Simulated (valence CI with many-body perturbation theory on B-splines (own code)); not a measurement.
**Mo XXXVI: electric-dipole lines**

Level of theory: relativistic CI+MBPT: five valence electrons over a frozen Dirac-Fock core [He], a basis of 9 s, 9 p, 8 d, 6 f, 3 g, 1 h functions for each j, with the one-electron correlation potential Σ1, the two-electron term Σ2, the three-electron term Σ3, Breit, model QED; selected CI, second order for the rest (own B-spline code, finite nucleus).

No measured spectrum was set against this ion. As an estimate, large intervals hold to a few tenths of a per cent, small ones and those within an open d or f shell to about a per cent. Among the levels kept, up to 2000 cm⁻¹ of a level comes from second order outside the variational space, and about a tenth of that is noise between levels of different J, which matters for small intervals.

Lines 51 to 100 of 254 in falling wavelength, among levels below 222.07 Ry, chosen from the strongest by gf and those to the six lowest levels. Wavelengths and rates use the calculated energies. Electric multipoles are in the length gauge, E1 and E2 with the static RPA response of the core. Weak lines are less certain than strong ones. Lines between different terms over intervals too small for the method are left out, as are lines whose strength nearly cancels. The highest levels of a list are the least certain.

Levels are named by their leading jj configuration (3d3/2^4 stands for four electrons in 3d with j = 3/2), which in mixed levels can hold well under half, so a name can repeat and another be missing. Letters in brackets count levels of one name in rising energy.

```tsv
λ vac (Å)	Upper	Lower	A (s⁻¹)	log gf	Branch %
149.9	(2s^2 2p1/2 2p3/2 3p3/2) J=3/2 [a]	(2s^2 2p1/2 2p3/2 3s) J=1/2	9.13e+09	-0.91	4.0
148.8	(2s^2 2p1/2 2p3/2 3d5/2) J=3/2 [b]	(2s^2 2p1/2 2p3/2 3p3/2) J=3/2 [a]	4.59e+09	-1.22	0.0
148.0	(2s 2p1/2^2 2p3/2 3d3/2) J=3/2	(2s 2p1/2^2 2p3/2 3p1/2) J=3/2 [a]	1.19e+10	-0.81	0.1
147.8	(2s^2 2p1/2 2p3/2 3d3/2) J=3/2 [a]	(2s^2 2p1/2 2p3/2 3p1/2) J=3/2 [a]	5.51e+09	-1.14	0.0
147.3	(2s 2p1/2^2 2p3/2 3d3/2) J=1/2	(2s 2p1/2^2 2p3/2 3p1/2) J=3/2 [a]	1.56e+10	-0.99	0.3
145.9	(2s^2 2p3/2^2 3p3/2) J=3/2 [b]	(2s^2 2p3/2^2 3s) J=1/2	1.60e+10	-0.69	0.6
145.7	(2s^2 2p1/2 2p3/2 3d3/2) J=1/2 [b]	(2s^2 2p1/2 2p3/2 3p1/2) J=3/2 [b]	1.04e+10	-1.18	0.0
145.6	(2s^2 2p3/2^2 3d3/2) J=3/2	(2s^2 2p3/2^2 3p1/2) J=3/2	1.05e+10	-0.87	0.0
145.1	(2s^2 2p1/2 2p3/2 3d3/2) J=5/2 [a]	(2s^2 2p1/2 2p3/2 3p1/2) J=3/2 [a]	1.25e+10	-0.63	0.1
145.0	(2s^2 2p1/2^2 3p3/2) J=3/2	(2s^2 2p1/2^2 3s) J=1/2	2.24e+10	-0.55	10.4
144.7	(2s^2 2p3/2^2 3d3/2) J=5/2	(2s^2 2p3/2^2 3p1/2) J=3/2	5.96e+09	-0.95	0.0
144.3	(2s^2 2p3/2^2 3d3/2) J=1/2	(2s^2 2p3/2^2 3p1/2) J=3/2	8.78e+09	-1.26	0.0
143.6	(2s^2 2p1/2 2p3/2 3d3/2) J=7/2	(2s^2 2p1/2 2p3/2 3p1/2) J=5/2	1.27e+10	-0.50	43.1
141.9	(2s^2 2p1/2^2 3d3/2) J=3/2	(2s^2 2p1/2^2 3p1/2) J=1/2	1.63e+10	-0.71	0.1
140.0	(2s^2 2p1/2 2p3/2 3d3/2) J=3/2 [a]	(2s^2 2p1/2 2p3/2 3p1/2) J=1/2	9.07e+09	-0.97	0.0
139.2	(2s^2 2p1/2 2p3/2 3p3/2) J=5/2 [b]	(2s^2 2p1/2 2p3/2 3s) J=3/2 [b]	1.50e+10	-0.58	2.4
136.3	(2s^2 2p1/2 2p3/2 3d3/2) J=1/2 [a]	(2s^2 2p1/2 2p3/2 3p1/2) J=1/2	1.48e+10	-1.08	0.1
133.4	(2s^2 2p1/2 2p3/2 3p3/2) J=3/2 [b]	(2s^2 2p1/2 2p3/2 3s) J=1/2	5.79e+09	-1.21	0.4
133.0	(2s^2 2p1/2 2p3/2 3p3/2) J=5/2 [b]	(2s^2 2p1/2 2p3/2 3s) J=5/2	1.06e+10	-0.77	1.7
131.0	(2s 2p1/2^2 2p3/2 3p3/2) J=5/2 [a]	(2s 2p1/2^2 2p3/2 3s) J=5/2	1.21e+10	-0.73	0.0
126.7	(2s^2 2p1/2 2p3/2 3d3/2) J=5/2 [b]	(2s^2 2p1/2 2p3/2 3p1/2) J=5/2	5.25e+09	-1.12	0.0
125.3	(2s^2 2p1/2 2p3/2 3p3/2) J=1/2 [b]	(2s^2 2p1/2 2p3/2 3s) J=3/2 [b]	2.81e+10	-0.88	2.8
124.0	(2s^2 2p3/2^2 3p3/2) J=3/2 [a]	(2s^2 2p3/2^2 3s) J=3/2	2.51e+10	-0.64	1.5
118.0	(2s^2 2p3/2^2 3p3/2) J=3/2 [a]	(2s^2 2p3/2^2 3s) J=5/2	7.59e+09	-1.20	0.4
95.80	(2s 2p1/2^2 2p3/2 3s) J=5/2	(2s^2 2p1/2 2p3/2 3s) J=3/2 [a]	7.16e+09	-1.23	0.2
94.10	(2s 2p1/2 2p3/2^2 3s) J=7/2	(2s^2 2p3/2^2 3s) J=5/2	1.15e+10	-0.91	0.1
90.31	(2s 2p1/2 2p3/2^3) J=3/2 [a]	(2s^2 2p3/2^3) J=3/2	4.31e+08	-2.68	0.2
89.33	(2s 2p1/2^2 2p3/2^2) J=5/2	(2s^2 2p1/2 2p3/2^2) J=5/2	3.58e+09	-1.59	6.7
80.20	(2s 2p1/2^2 2p3/2^2) J=5/2	(2s^2 2p1/2 2p3/2^2) J=3/2	9.95e+09	-1.24	18.7
77.37	(2s 2p1/2 2p3/2^3) J=5/2	(2s^2 2p3/2^3) J=3/2	1.15e+10	-1.21	7.0
75.61	(2s 2p1/2^2 2p3/2^2) J=1/2	(2s^2 2p1/2 2p3/2^2) J=1/2	1.39e+10	-1.62	7.7
72.16	(2p1/2^2 2p3/2^3) J=3/2	(2s 2p1/2 2p3/2^3) J=3/2 [b]	3.21e+10	-1.00	6.8
68.87	(2p1/2 2p3/2^4) J=1/2	(2s 2p3/2^4) J=1/2	5.53e+10	-1.10	9.1
67.49	(2p1/2^2 2p3/2^3) J=3/2	(2s 2p1/2 2p3/2^3) J=1/2	1.94e+10	-1.28	4.1
67.45	(2s 2p1/2 2p3/2^3) J=1/2	(2s^2 2p3/2^3) J=3/2	4.55e+09	-2.21	1.1
66.74	(2s 2p1/2^2 2p3/2^2) J=3/2	(2s^2 2p1/2 2p3/2^2) J=5/2	1.14e+10	-1.52	4.3
63.35	(2s 2p1/2 2p3/2^3) J=3/2 [b]	(2s^2 2p3/2^3) J=3/2	1.74e+10	-1.38	3.6
61.74	(2s 2p1/2^2 2p3/2^2) J=1/2	(2s^2 2p1/2 2p3/2^2) J=3/2	1.67e+09	-2.72	0.9
61.51	(2s 2p1/2^2 2p3/2^2) J=3/2	(2s^2 2p1/2 2p3/2^2) J=3/2	3.45e+09	-2.11	1.3
59.82	(2p1/2^2 2p3/2^3) J=3/2	(2s 2p1/2 2p3/2^3) J=5/2	7.25e+10	-0.81	15.2
53.85	(2p1/2^2 2p3/2^3) J=3/2	(2s 2p1/2 2p3/2^3) J=3/2 [a]	4.49e+10	-1.11	9.5
53.62	(2s 2p1/2 2p3/2^2 3s) J=5/2	(2s^2 2p1/2 2p3/2 3s) J=3/2 [a]	4.87e+10	-0.90	0.4
52.45	(2s 2p1/2 2p3/2^3) J=3/2 [a]	(2s^2 2p1/2 2p3/2^2) J=1/2	2.20e+09	-2.44	1.2
51.09	(2s 2p1/2 2p3/2^2 3s) J=7/2	(2s^2 2p1/2 2p3/2 3s) J=5/2	3.63e+10	-0.95	0.2
48.94	(2s 2p1/2^2 2p3/2^2) J=5/2	(2s^2 2p1/2^2 2p3/2) J=3/2	3.96e+10	-1.07	74.5
48.17	(2s 2p1/2 2p3/2^3) J=3/2 [a]	(2s^2 2p1/2 2p3/2^2) J=5/2	7.98e+09	-1.95	4.2
45.38	(2s 2p1/2 2p3/2^3) J=3/2 [a]	(2s^2 2p1/2 2p3/2^2) J=3/2	1.61e+11	-0.70	85.0
44.62	(2s 2p1/2^2 2p3/2 3p3/2) J=5/2 [b]	(2s^2 2p1/2^2 3p3/2) J=3/2	1.30e+11	-0.63	0.5
44.22	(2s 2p1/2 2p3/2^3) J=5/2	(2s^2 2p1/2 2p3/2^2) J=5/2	1.48e+11	-0.59	90.1
43.94	(2s 2p1/2^2 2p3/2 3s) J=1/2	(2s^2 2p1/2^2 3s) J=1/2	1.55e+11	-1.05	0.9
```

**Question.** How does gf follow from A for the line at 149.9 Å?

**Answer.** gf = 1.4992 × (2J+1)_upper × A / σ², with σ = 667284 cm⁻¹ and 2J+1 = 4: gf = 0.123.
